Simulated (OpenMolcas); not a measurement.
An atom or ion with 6 electrons was computed by SS-CASPT2, IPEA 0.25 Eh, imaginary shift 0.1 Eh with spin-orbit coupling (OpenMolcas, ANO-RCC-VTZP, DKH2). The lowest levels that the run gave, each within 12 % of the measured value where one is at hand:

```tsv
J	Parity	E (cm-1)	g
0	even	0.0	
1	even	224	1.501
2	even	653	1.501
2	even	25730	1.000
0	even	53810	
2	odd	72230	2.002
2	odd	147210	1.167
1	odd	147210	0.499
3	odd	147220	1.334
0	odd	175810	
1	odd	175810	1.501
2	odd	175810	1.501
```

Problem. Which ion is it, and what are the configurations and terms?

Solution. F3+ (Z = 9, charge +3; active space 4 electrons in 4 orbitals (2s 2p)). J, parity and g give the terms where levels are pure, and mixed ones are named by the computed weights; the size of the splittings, set against known spectra of the 6-electron sequence, gives the charge. In order, with the measured energies in cm-1 (Moore, Atomic Energy Levels, vol. I, NSRDS-NBS 35 (1971 reprint of NBS Circular 467, 1949)): 2s2 2p2 3P0, 2s2 2p2 3P1 (225), 2s2 2p2 3P2 (613), 2s2 2p2 1D2 (25241), 2s2 2p2 1S0 (53544), 2s 2p3 5S* 2, 2s 2p3 3D* 2 (147889), 2s 2p3 3D* 1 (147902), 2s 2p3 3D* 3 (147842), 2s 2p3 3P* 0, 2s 2p3 3P* 1 (175242), 2s 2p3 3P* 2 (175237).

CASPT2 does not keep the components of a term degenerate, so their means are used; among the terms shown or strongly mixed into the levels shown the widest spread is 69 cm-1 (2s 2p3 3D*). Computed and measured levels are paired by configuration, term and J; levels that our copy of the source lacks, or whose pairing is in doubt (as where it misses far off the trend of its configuration), stay unpaired and out of the deviations. Only configurations of the active space appear.

* marks odd parity.
